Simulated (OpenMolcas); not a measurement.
Ce³⁺: effect of the IPEA shift

```json
{
  "Program": "OpenMolcas",
  "Basis": "ANO-RCC-VTZP [8s7p5d3f2g1h]",
  "Scalar Hamiltonian": "DKH2, point nucleus",
  "Active space": "1 electron in 12 orbitals (RAS2 4f; RAS3 5d, at most 1 electron)",
  "State averaging": "2S+1 = 2 odd, 7 roots; 2S+1 = 2 even, 5 roots",
  "Spin-orbit coupling": "state interaction with AMFI integrals over the reference wave functions, term energies averaged over their components"
}
```

Methods on the same reference wave functions:
A. RASSCF
B. SS-RASPT2, IPEA 0 Eh, imaginary shift 0.1 Eh (closed shells correlated: 5s 5p)
C. SS-RASPT2, IPEA 0.25 Eh, imaginary shift 0.1 Eh (closed shells correlated: 5s 5p)

Energies in eV above 4f 2F* 5/2, the measured ground level; measured values from Martin, Zalubas and Hagan, Atomic Energy Levels: The Rare-Earth Elements, NSRDS-NBS 60 (1978).

| Level | A | B | C | Measured |
| --- | --- | --- | --- | --- |
| 4f 2F* 5/2 | 0.0000 | 0.0000 | 0.0000 | 0.0000 |
| 4f 2F* 7/2 | 0.2995 | 0.300 | 0.300 | 0.2793 |
| 5d 2D 3/2 | 5.5165 | 5.490 | 5.578 | 6.1666 |
| 5d 2D 5/2 | 5.8069 | 5.780 | 5.869 | 6.4752 |

Deviations, from unrounded energies. A percentage is the sum of absolute deviations over the sum of measured energies, with the sign that they share, or ± where signs differ.

```tsv
Against measurement	Levels	A	B	C
mean absolute deviation (cm-1)	3	3600	3700	3300
fine structure of the ground term (%)	1	+7.2	+7.2	+7.2
other configurations (%)	2	-10.4	-10.8	-9.5
```

C lies closest to measurement on these levels and B furthest from it. The largest miss of C in the table is 5d 2D 5/2, by -4900 cm-1. The ranking rests on the paired levels alone, and a cruder setting can come out closer through cancelling errors.

Between B and C the level of the table that moves most is 5d 2D 3/2, by 710 cm-1 (lowest in B, highest in C). Moves below CASPT2's spread within the term are not significant.

The lowest spin-free term lies below A's lowest term by 0.213 hartree in B, 0.212 hartree in C.

CASPT2 does not keep the components of a term degenerate, so their means are used; among the terms shown or strongly mixed into the levels shown the widest spread is 250 cm-1 (4f 2F*, C). With one active electron the reference holds no correlation, so core polarisation is missing (holds for A). With one active electron, CASPT2 adds the correlation within the correlated inactive shells and between them and that electron, and leaves the splitting within a term as the reference gives it (holds for B; C). Measured partners are found by configuration, term and J. A level has none where our copy of the source lacks it or the pairing is in doubt (some pairs that miss far off the trend of their configuration count as doubtful), and it then counts in no deviation. Only configurations of the active space appear.

* marks odd parity.
